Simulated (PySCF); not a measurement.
C3H5BN2O, SMILES CB(O)/C=N\C#N.

Coordinates come from a PBE0-D3(BJ)/def2-SVP optimisation. The structure was generated by enumeration; whether it is a known compound was not checked. Other conformers were not sampled.

Vertical ionisation energy (IE) and electron affinity (EA) in eV. Rows of orbital energies are one-electron estimates. Where ΔSCF, EOM or ADC give a negative EA the extra electron is unbound and the value depends on the basis.

```
level                                          IE    EA
-------------------------------------------  ----  ----
−ε(HOMO), −ε(LUMO), B3LYP/def2-TZVP (PySCF)  7.75  3.28
−ε(HOMO), −ε(LUMO), PBE/def2-TZVP (PySCF)       …     …
```

**Question.** Some entries are withheld; supply them. (Estimate from the structure and the level; the computed values follow.)

**Answer.** 
- −ε(HOMO), −ε(LUMO), PBE/def2-TZVP (PySCF), IE: 6.56
- −ε(HOMO), −ε(LUMO), PBE/def2-TZVP (PySCF), EA: 3.97
